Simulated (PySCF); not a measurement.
# [CeO(OH)]+ at several levels of theory

Computed with PySCF 2.14.0 (density fitting, no spin-orbit coupling) at the geometry relaxed with PBE0:

```xyz
4
[CeO(OH)]+ (singlet)
Ce    0.0083   -0.0253   -0.4929
O     1.1313    0.0150    0.9132
O    -1.8108    0.0301    0.3401
H    -2.3485    0.0686    1.1462
```

```tsv
level	basis	state	HOMO (eV)	gap (eV)	charge on Ce1 (e)	population of f-type functions on Ce1 (polarisation alone where 4f lies in the core)	dipole about the centre of mass (D)	largest force component (eV/Å)
PBE0	Ce lcecp-2-SVP with ECP46, O def2-SVP, H def2-SVP	singlet	–	–	1.50	0.18	4.64	0.01
M06-L	the same	singlet	–	–	1.54	0.17	4.62	0.54
PBE0	Ce lcecp-2-TZVP with ECP46, O def2-TZVP, H def2-TZVP	singlet	–	–	1.77	0.18	4.68	0.29
```

In the lcecp rows the 4f levels are missing from HOMO and gap, and the state counts the valence alone.

Charges are Mulliken's, which hang on the basis. The relaxation used the grid (50, 194), these runs (75, 302) or, all-electron (x2c bases, spin-free X2C Hamiltonian), (99, 590).

Problem. What does TPSS with Ce lcecp-2-SVP with ECP46, O def2-SVP, H def2-SVP give here?

Solution. state singlet, charge on Ce1 (e) 1.42, population of f-type functions on Ce1 (polarisation alone where 4f lies in the core) 0.17, dipole about the centre of mass (D) 4.35, largest force component (eV/Å) 1.37. Time: 3.1 s on 2 threads of Arm Neoverse V1, on a shared host, from an already converged density.
